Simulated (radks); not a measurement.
All-electron atom: the samarium ion Sm3+ in [Xe] 4f5. All-electron calculation, Dirac Kohn-Sham, relativistic LDA (MacDonald-Vosko exchange, VWN5 correlation), spin-unpolarised, spherical densities, finite nucleus; open shells fill j = l - 1/2 first; Fermi nuclear charge, rms radius 5.0819 fm. Program: a radial shooting solver on a logarithmic mesh with Libxc functionals.

Spin-orbit splittings of the eigenvalues, e(l+1/2) - e(l-1/2), with zeta = 2 splitting/(2l+1) and mean radii in bohr:

| shell | occ. | splitting (eV) | zeta (eV) | <r> j=l-1/2 | <r> j=l+1/2 |
|---|---|---|---|---|---|
| 2p | 6 | 596.2 | 397.5 | 0.08095 | 0.08755 |
| 3p | 6 | 120.8 | 80.51 | 0.2448 | 0.2575 |
| 3d | 10 | 26.37 | 10.55 | 0.2289 | 0.2329 |
| 4p | 6 | 26.80 | 17.86 | 0.5933 | 0.6222 |
| 4d | 10 | 4.829 | 1.931 | 0.6627 | 0.6729 |
| 4f | 5 | 0.6038 | 0.1725 | 0.8996 | 0.9098 |
| 5p | 6 | 3.952 | 2.635 | 1.530 | 1.611 |
